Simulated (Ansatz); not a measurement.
Reaction (ligand exchange at a Ge–N bond): `F[SiH](F)[NH][GeH3]` + `NCS` → `SC[NH][GeH3]` + `N[SiH](F)F`

Program: Ansatz. Geometries: PBE0-D4/def2-TZVP. ΔE: electronic, gas phase. CCSD(T)/CBS adds triple-zeta CCSD(T) − MP2 to the extrapolated MP2 energy (def2 sets, frozen cores). This one scheme is used for every species. Functionals use def2-TZVPP. For Ge outer-core shells are correlated without core-valence functions, which leaves a few kJ/mol of doubt a bond. Scalar relativity is left out up to krypton. Each species was taken in one conformer, which may not be the lowest.

| species | r2SCAN energy (Eh) |
| --- | --- |
| `F[SiH](F)[NH][GeH3]` | -2624.09827 |
| `NCS` | -494.01275 |
| `SC[NH][GeH3]` | -2572.21206 |
| `N[SiH](F)F` | -545.90061 |

(1) Work out ΔE.

Largest T1 diagnostic among the species: 0.012.

## Answers

(1) ΔE = (-2572.21206) + (-545.90061) − (-2624.09827) − (-494.01275) = -0.00165 Eh = -0.04 eV. CCSD(T)/CBS gives -0.01 eV.

In def2-TZVPP, CCSD(T) changes the Hartree–Fock value by −0.08 eV (the triples alone add −0.02 eV) and MP2 by −0.10 eV. From PBE to PBE0 (25 % exact exchange), in def2-TZVPP and without D4, ΔE moves by +0.03 eV.
